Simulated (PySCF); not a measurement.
**Spin states and ions at one geometry of Cs2O(H2O)2**

PySCF 2.14.0, RKS PBE, Cs def2-SVP with ECP46, O def2-SVP, H def2-SVP; non-relativistic Hamiltonian with scalar-relativistic core potentials where named; density fitting; no spin-orbit coupling; singlets restricted, open shells unrestricted. The geometry is relaxed for charge 0, singlet, vacuum (a saddle point, kept by symmetry):

```xyz
9

Cs    0.0000    0.0000    2.5194
Cs    0.0000    0.0000   -2.5194
O     0.0000    0.0000    0.0000
O     0.0000    0.0000    5.7624
H     0.7643    0.0000    6.3731
H    -0.7643    0.0000    6.3731
O     0.0000    0.0000   -5.7624
H     0.7643    0.0000   -6.3731
H    -0.7643    0.0000   -6.3731
```

Energies count from the relaxed state; an electron taken off or put on is at rest in vacuum. Charges and spins are Mulliken's.

Q: Order these states by energy, lowest first.
A. charge 0, triplet, vacuum
B. charge -1, doublet, vacuum
C. charge +1, doublet, vacuum
D. charge 0, singlet, vacuum

A: B (-0.16 eV), D (0.00 eV), A (0.89 eV), C (3.63 eV).

Q: How do charge and spin on the first atom follow?

A: 
| state | spin squared | charge on Cs1 (e) | spin on Cs1 (e) | dipole about the centre of mass (D) |
| --- | --- | --- | --- | --- |
| charge 0, singlet, vacuum | 0.00 | 0.24 | 0.00 | 0.00 |
| charge 0, triplet, vacuum | 2.00 | 0.18 | 0.50 | 0.01 |
| charge +1, doublet, vacuum | 0.75 | 0.65 | 0.04 | 0.00 |
| charge -1, doublet, vacuum | 1.01 | -0.25 | 0.63 | 0.01 |

With an electron taken off (doublet) the charges change, summed by element, by Cs +0.82 e, O +0.05 e, H +0.13 e. The vertical ionisation energy is 3.63 eV, against −ε(HOMO) = 1.63 eV of the relaxed state. The level lies 2.0 eV too high, as is usual for semilocal functionals and global hybrids, which keep a self-interaction error.

With an electron put on (doublet) the charges change, summed by element, by Cs -0.98 e, O +0.05 e, H -0.07 e. The vertical electron affinity is 0.16 eV, against −ε(LUMO) = 1.07 eV of the relaxed state. The basis has no diffuse functions, which an added electron needs. The added electron's level lies above zero.

Open shells may have lower solutions than those found. Hard to converge, so the more doubtful: charge -1, doublet, vacuum. Spin squared well over S(S+1) tells of spin contamination.

The gap of the closed shell is small, and it wasn't tested for a lower spin-broken solution at this geometry.
